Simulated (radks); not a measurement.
Values are calculated unless marked as measured or tabulated.
Species: neutral lutetium. Configuration: [Xe] 4f14 5d0.5 6s2 5f0.5 (fractional occupations, a model configuration). Level of theory: Dirac Kohn-Sham, LDA (Slater exchange, VWN5 correlation), spin-unpolarised, spherical densities, point nucleus; open shells fill j = l - 1/2 first (a radial shooting solver on a logarithmic mesh with Libxc functionals). Some entries of the table are withheld. Estimate them.

orbital,occ.,eigenvalue (eV),<1/r> (bohr^-1),<r> (bohr)
1s1/2,2,-63113.06,82.18,0.01933
2s1/2,2,-10740.71,19.88,0.08128
2p1/2,2,-10254.57,19.85,(1)
2p3/2,4,-9138.206,16.95,(2)
3s1/2,2,-2436.084,7.286,0.2123
3p1/2,2,(3),7.204,0.2021
3p3/2,4,(4),6.458,0.2164
3d3/2,4,-1616.064,6.351,0.1899
3d5/2,6,-1564.051,6.172,0.1943
4s1/2,2,-487.0760,3.055,0.4781
4p1/2,2,(5),2.946,0.4851
4p3/2,4,(6),2.684,0.5181
4d3/2,4,-200.7434,2.463,0.5411
4d5/2,6,-190.8160,2.399,0.5527
5s1/2,2,-64.5847,1.145,1.171
5p1/2,2,(7),1.009,1.313
5p3/2,4,(8),0.9158,1.428
4f5/2,6,-14.1250,1.846,0.7151
4f7/2,8,-12.5985,1.813,0.7311
6s1/2,2,-7.2701,0.3694,3.414
5d3/2,0.5,-5.0416,0.5307,2.500
5d5/2,0,-4.6549,0.5087,2.605
6p1/2,0,-3.6309,0.2854,4.382
6p3/2,0,-3.1381,0.2643,4.723
7s1/2,0,-1.0355,0.1256,10.41
5f5/2,0.5,-0.2871,0.03997,26.89
5f7/2,0,-0.2871,0.03997,26.89

Answer. 
(1) 2p1/2 <r> (bohr): 0.06743
(2) 2p3/2 <r> (bohr): 0.07504
(3) 3p1/2 eigenvalue (eV): -2220.713
(4) 3p3/2 eigenvalue (eV): -1982.671
(5) 4p1/2 eigenvalue (eV): -399.4293
(6) 4p3/2 eigenvalue (eV): -345.0464
(7) 5p1/2 eigenvalue (eV): -40.2551
(8) 5p3/2 eigenvalue (eV): -33.2805
